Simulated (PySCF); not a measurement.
Geometry (Å), atoms numbered from 1 in this order:
```xyz
27

C     1.6940    0.6630   -1.3779
Si    1.7625    0.1269    0.4232
C     2.0683   -1.7237    0.5377
C     3.1447    1.0460    1.3017
Se   -0.1410    0.7034    1.5805
Si   -1.8141    0.1154    0.1172
C    -3.3648    0.0949    1.1770
C    -1.9938    1.4056   -1.2375
C    -1.5324   -1.5850   -0.6350
H     1.4836    1.7401   -1.4596
H     2.6673    0.4649   -1.8565
H     0.9256    0.1181   -1.9463
H     1.2629   -2.3027    0.0628
H     2.1323   -2.0358    1.5912
H     3.0178   -1.9852    0.0416
H     4.1153    0.8060    0.8371
H     2.9950    2.1349    1.2451
H     3.1965    0.7632    2.3643
H    -4.2447   -0.1585    0.5632
H    -3.5412    1.0801    1.6356
H    -3.2813   -0.6475    1.9851
H    -1.0943    1.4676   -1.8668
H    -2.8509    1.1608   -1.8867
H    -2.1669    2.3993   -0.7972
H    -0.6446   -1.6108   -1.2844
H    -1.4051   -2.3444    0.1513
H    -2.4041   -1.8661   -1.2486
```

Geometry: PBE0-D3(BJ)/def2-SVP; GIAO absolute shieldings from PySCF 2.14, gas phase, non-relativistic, averaged over equivalent atoms.

At B3LYP/pcSseg-1 (281 basis functions, 96 s wall time on 1 thread of an Arm Neoverse V1, shared host):
```tsv
atoms	σ (ppm)
C1/C3/C4/C7/C8/C9	173.6
Si2/Si6	311.6
Se5	2147.5
H10/H11/H12/H13/H14/H15/H16/H17/H18/H19/H20/H21/H22/H23/H24/H25/H26/H27	31.06
```

Problem. Predict the values at PBE0/pcSseg-1 on the same geometry.

Solution. 
```tsv
atoms	σ at PBE0/pcSseg-1	change
C1/C3/C4/C7/C8/C9	179.0	+5.4
Si2/Si6	328.5	+16.9
Se5	2197.2	+49.7
H10/H11/H12/H13/H14/H15/H16/H17/H18/H19/H20/H21/H22/H23/H24/H25/H26/H27	30.93	-0.13
```

The largest change is at Se5 (selenium bonded to 2 Si). Cost: 281 basis functions, 97 s wall time on 1 thread of an Arm Neoverse V1, shared host.

Relativistic effects, spin–orbit coupling among them, are left out; they matter for Se and for the light atoms bonded to it.
